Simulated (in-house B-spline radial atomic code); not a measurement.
Ionising As⁺ with different functionals

Computed with a radial B-spline atomic code at the basis-set limit: non-relativistic Hamiltonian, point nucleus, spin-polarised at highest spin, spherical fractional occupations for the functionals, the average over the highest-spin determinants for Hartree-Fock. The ionisation energy is the difference of two self-consistent energies, [Ar] 3d10 4s2 4p2 → [Ar] 3d10 4s2 4p1, without Breit or QED terms; ε is the level of the shell that loses the electron (its least bound occupied spin orbital). There is no spin-orbit coupling in this Hamiltonian.

Hybrids are left out here: with spherical fractional occupations of an open shell their exact exchange keeps a self-interaction that integer-occupation calculations don't have.

```json
{"method": "Hartree-Fock", "rung": "Hartree-Fock", "ΔSCF (eV)": "17.99", "-ε(4p) (eV)": "18.34"}
{"method": "LDA VWN5", "rung": "LDA", "ΔSCF (eV)": "18.70", "-ε(4p) (eV)": "14.17"}
{"method": "LDA PW92", "rung": "LDA", "ΔSCF (eV)": "18.69", "-ε(4p) (eV)": "14.16"}
{"method": "LDA exchange-only", "rung": "LDA", "ΔSCF (eV)": "17.70", "-ε(4p) (eV)": "13.25"}
{"method": "PBE", "rung": "GGA", "ΔSCF (eV)": "18.58", "-ε(4p) (eV)": "14.10"}
{"method": "PBEsol", "rung": "GGA", "ΔSCF (eV)": "18.60", "-ε(4p) (eV)": "14.10"}
{"method": "BLYP", "rung": "GGA", "ΔSCF (eV)": "18.38", "-ε(4p) (eV)": "13.83"}
{"method": "RPBE", "rung": "GGA", "ΔSCF (eV)": "18.54", "-ε(4p) (eV)": "14.08"}
{"method": "PW91", "rung": "GGA", "ΔSCF (eV)": "18.65", "-ε(4p) (eV)": "14.15"}
{"method": "BP86", "rung": "GGA", "ΔSCF (eV)": "18.68", "-ε(4p) (eV)": "14.17"}
{"method": "AM05", "rung": "GGA", "ΔSCF (eV)": "18.55", "-ε(4p) (eV)": "14.06"}
{"method": "OLYP", "rung": "GGA", "ΔSCF (eV)": "18.46", "-ε(4p) (eV)": "13.97"}
{"method": "TPSS", "rung": "meta-GGA", "ΔSCF (eV)": "18.65", "-ε(4p) (eV)": "14.19"}
{"method": "SCAN", "rung": "meta-GGA", "ΔSCF (eV)": "18.85", "-ε(4p) (eV)": "14.44"}
{"method": "r2SCAN", "rung": "meta-GGA", "ΔSCF (eV)": "18.85", "-ε(4p) (eV)": "14.44"}
{"method": "M06-L", "rung": "meta-GGA", "ΔSCF (eV)": "18.26", "-ε(4p) (eV)": "13.88"}
{"method": "revTPSS", "rung": "meta-GGA", "ΔSCF (eV)": "18.66", "-ε(4p) (eV)": "14.22"}
```

(1) How do they compare with the NIST value?

## Answers

(1) NIST lists 18.589 eV ± 0.001 (measured, ground level to ground level). Errors run from -0.89 to +0.26 eV; PBEsol is closest (+0.01 eV), but part of that can be cancellation, since the calculations leave out relativity, Breit-QED terms, multiplet and fine-structure energies. Hartree-Fock also lacks correlation.
